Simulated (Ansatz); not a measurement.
Coupled-cluster diagnostics for [CrS4]2- (CrS4²⁻), Ansatz.

Geometry of the singlet (PBE-D4/def2-SVPD):

```csv
atom,x (Å),y (Å),z (Å)
Cr1,0.001,-0.001,0.000
S2,1.910,0.878,0.004
S3,-0.022,-1.632,1.324
S4,-0.465,-0.662,-1.939
S5,-1.424,1.417,0.612
```

Correlated methods freeze 25 core orbitals; core or outer-core shells of Cr are correlated, in sets that lack core-valence functions. A multiply charged anion in the gas phase is held together partly by the finite basis.

Q: Estimate the CCSD(T) correlation energy, the shares of MP2 and (T), T1 and the reference's ⟨S²⟩ for: charge -2, singlet, own geometry in def2-SVPD; and the rough time on 4 threads of Arm Neoverse V2 on a shared host.

A: 
```tsv
state	basis	correlation (eV)	MP2 share (%)	(T) share (%)	T1	⟨S²⟩ (pure)	wall time	remarks
charge -2, singlet, own geometry	def2-SVPD	-33.995	103.1	8.9	0.073	0.00 (0.00)	77 s	flagged by the program, large T1, restricted SCF unstable
```
Customary marks for T1 are 0.02 (closed shells), 0.045 (open shells) and about 0.05 (3d metals). T1 exceeds 0.02 in 1 of 1 rows and 0.045 in 1; the higher it lies, the less the single-reference result can be trusted.
